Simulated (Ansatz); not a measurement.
# Four-centre ligand exchange

Start structure (Si$_{2}$NH$_{9}$O, closed shell), relaxed at PBE0-D4/def2-TZVP:

```csv
atom,x (Å),y (Å),z (Å)
Si1,-0.5338,-0.7299,1.1554
N2,0.8412,-1.6774,0.8208
O3,-1.2556,-0.0288,-0.1402
Si4,-1.0825,0.9671,-1.4196
H5,-0.1027,0.3527,2.0744
H6,-1.5595,-1.6137,1.7531
H7,2.1941,1.2752,-0.2813
H8,2.0884,1.4907,0.4260
H9,1.7440,-1.2639,0.6589
H10,0.7699,-2.5935,0.4108
H11,-0.8513,2.3645,-0.9667
H12,0.0708,0.5445,-2.2601
H13,-2.3231,0.9125,-2.2314
```

The step: Si₂NH₇O ([NH2][SiH2][O][SiH3]) + H₂ → Si₂H₆O ([SiH3][O][SiH3]) + NH₃; bonds formed: Si1–H8, N2–H7; bonds broken: Si1–N2, H7–H8. Program: Ansatz 0.2.0. Basis: def2-TZVPP and def2-QZVPP. Cores are frozen in the correlated methods. Extrapolation: Hartree–Fock as exp(−7.88 √X), correlation as X^−2.97. Energies below are by CCSD(T) at an estimated basis limit (MP2 extrapolated from triple and quadruple zeta, plus CCSD(T) − MP2 in triple zeta).

(1) What are the electronic barrier and the energy of the step, from the start structure to the end structure? (To be estimated.)

The T1 diagnostic stays at or below 0.012.

Answers

(1) By the calculation: Barrier 2.266 eV; step energy 0.354 eV (uphill); reverse barrier, their difference, 1.912 eV. Barrier and step energy count from the start structure, the reverse barrier from the end structure.

The saddle point: One imaginary mode of 1259i cm⁻¹.
```csv
pair,start (Å),saddle (Å),end (Å)
Si1–H8,3.51,1.94,1.48
N2–H7,3.43,1.18,1.01
Si1–N2,1.70,1.87,2.59
H7–H8,0.75,1.19,2.87
```

Zero-point energy (harmonic, PBE0-D4): ZPE is 2.314 eV at the start and 2.405 eV at the saddle, so the barrier goes from 2.266 to 2.357 eV.

Labels in which every atom is bracketed show which atoms are joined, not bond orders.

For scale, one of the runs: CCSD(T)/def2-TZVPP, 272 basis functions, launched by `ansatz run in.yaml --threads 8 --pin off --events-out ev --progress --plain --max-ram 19148MiB`. The run took 64 s on 8 CPU threads of an Intel Xeon Platinum 8375C (shared host), with 6.9 GiB of host memory at its peak.
